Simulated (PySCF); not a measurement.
Isomers of C6H10F2, one GFN2-xTB conformer each. Single-point energies are computed at PBE0/pcSseg-1 (PySCF, gas phase, no added dispersion term), electronic only.

| SMILES | GFN2-xTB relative energy (kcal/mol) |
| --- | --- |
| C[C@H](F)/C=C/[C@@H](C)F | 34.6 |
| CC(C)C/C(F)=C/F | 36.5 |
| C/C=C(/C)CC(F)F | 30.3 |
| FC1(F)CCCCC1 | 0.0 |

Conformers: `[CH3:1][C@H:2]([F:3])/[CH:4]=[CH:5]/[C@@H:6]([CH3:7])[F:8]` with C1–C2–C4–C5 115°, C4–C5–C6–C7 -115°; `[CH3:1][CH:2]([CH3:3])[CH2:4]/[C:5]([F:6])=[CH:7]/[F:8]` with C1–C2–C4–C5 -174°, C2–C4–C5–F6 68°; `[CH3:1]/[CH:2]=[C:3](/[CH3:4])[CH2:5][CH:6]([F:7])[F:8]` with C2–C3–C5–C6 82°, C3–C5–C6–F7 -173°; `[F:1][C:2]1([F:3])[CH2:4][CH2:5][CH2:6][CH2:7][CH2:8]1` with F1–C2–C4–C5 69°, C2–C4–C5–C6 56°, C4–C5–C6–C7 -59°, C5–C6–C7–C8 59°.

Problem. What does PBE0/pcSseg-1 give for the same structures?

Solution. 
```csv
SMILES,PBE0/pcSseg-1 E (Eh),PBE0/pcSseg-1 (kcal/mol),GFN2-xTB (kcal/mol),point group
FC1(F)CCCCC1,-433.85565,0.0,0.0,Cs
C/C=C(/C)CC(F)F,-433.81417,26.0,30.3,C1
C[C@H](F)/C=C/[C@@H](C)F,-433.80535,31.6,34.6,Ci
CC(C)C/C(F)=C/F,-433.79421,38.6,36.5,C1
```

Both levels put the same isomer lowest; measured from each level's own lowest isomer, the values differ by up to 4.3 kcal/mol (C/C=C(/C)CC(F)F: 30.3 against 26.0). As drawn, the lowest has two fluorines on one carbon, which the highest lacks; the highest has a C=C bond outside aromatic rings, which the lowest lacks.

Problem. Which frontier levels, dipoles and rotational constants go with these structures?

Solution. 
```csv
SMILES,"HOMO (eV, PBE0/pcSseg-1)",LUMO (eV),dipole (D),"A, B, C (MHz)"
FC1(F)CCCCC1,-8.65,1.24,2.57,"3222, 1761, 1516"
C/C=C(/C)CC(F)F,-7.08,0.41,2.23,"2659, 1366, 1038"
C[C@H](F)/C=C/[C@@H](C)F,-7.48,0.22,0.00,"4189, 941.2, 815.0"
CC(C)C/C(F)=C/F,-7.15,0.61,2.78,"3974, 1023, 939.2"
```
